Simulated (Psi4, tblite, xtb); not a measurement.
Intermolecular potential of H6B3N3 ··· Cl- (SMILES B1NBNBN1 and [Cl-]) (charge -1), singlet. Monomers: optimised at B3LYP-D3(BJ) (def2-TZVP), held rigid. Orientation: lowest of the rigid-body minima from ten starts at GFN2-xTB. Only R, the distance of the centres of mass, is varied, so the lowest point isn't the relaxed dimer.

Geometry at R = 4.58 Å (first 12 atoms: monomer A):
```
13

B     -0.4634    -1.2858    -0.4790
N      0.9093    -1.0604    -0.1581
B      1.4001     0.1933     0.3164
N      0.4498     1.2481     0.4652
B     -0.9367     1.0925     0.1626
N     -1.3593    -0.1876    -0.3072
H     -0.8447    -2.3446    -0.8733
H      1.5604    -1.8200    -0.2711
H      2.5529     0.3524     0.5770
H      0.7718     2.1420     0.7982
H     -1.7078     1.9921     0.2964
H     -2.3325    -0.3220    -0.5272
Cl    -4.4242    -0.6109    -0.9993
```

Levels: HF/aug-cc-pVDZ, counterpoise-corrected (Psi4); GFN1-xTB (xtb); SCS-MP2/aug-cc-pVDZ = DF-SCS-MP2/aug-cc-pVDZ, frozen core, counterpoise-corrected in Psi4; MP2/aug-cc-pVDZ = DF-MP2/aug-cc-pVDZ, frozen core, counterpoise-corrected (Psi4); GFN2-xTB (tblite).

Interaction energies in kJ/mol (negative: bound); R is the distance of the centres of mass, d the H12···Cl13 distance.

| R / Å | d / Å | HF/aug-cc-pVDZ | GFN1-xTB | SCS-MP2/aug-cc-pVDZ | MP2/aug-cc-pVDZ | GFN2-xTB |
|---|---|---|---|---|---|---|
| 4.21 | 1.79 | 9.82 | -8.79 | -12.77 | -21.40 | -7.74 |
| 4.39 | 1.97 | -16.40 | -22.31 | -33.87 | -40.42 | -21.40 |
| 4.58 | 2.16 | -28.65 | -26.57 | -42.15 | -47.09 | -24.57 |
| 4.80 | 2.38 | -32.84 | -25.45 | -43.04 | -46.65 | -22.57 |
| 4.99 | 2.57 | -32.31 | -22.44 | -40.40 | -43.18 | -19.55 |
| 5.27 | 2.85 | -28.76 | -17.46 | -34.56 | -36.48 | -15.32 |
| 5.60 | 3.18 | -23.63 | -12.61 | -27.60 | -28.87 | -11.47 |
| 6.05 | 3.63 | -17.57 | -8.35 | -20.01 | -20.77 | -7.88 |
| 6.77 | 4.35 | -11.06 | -4.90 | -12.29 | -12.66 | -4.46 |
| 7.76 | 5.34 | -6.30 | -2.66 | -6.87 | -7.05 | -2.15 |
| 9.11 | 6.69 | -3.30 | -1.29 | -3.57 | -3.65 | -0.86 |

Lowest grid point: HF/aug-cc-pVDZ -32.84 kJ/mol at R = 4.80 Å; GFN1-xTB -26.57 kJ/mol at R = 4.58 Å; SCS-MP2/aug-cc-pVDZ -43.04 kJ/mol at R = 4.80 Å; MP2/aug-cc-pVDZ -47.09 kJ/mol at R = 4.58 Å; GFN2-xTB -24.57 kJ/mol at R = 4.58 Å.
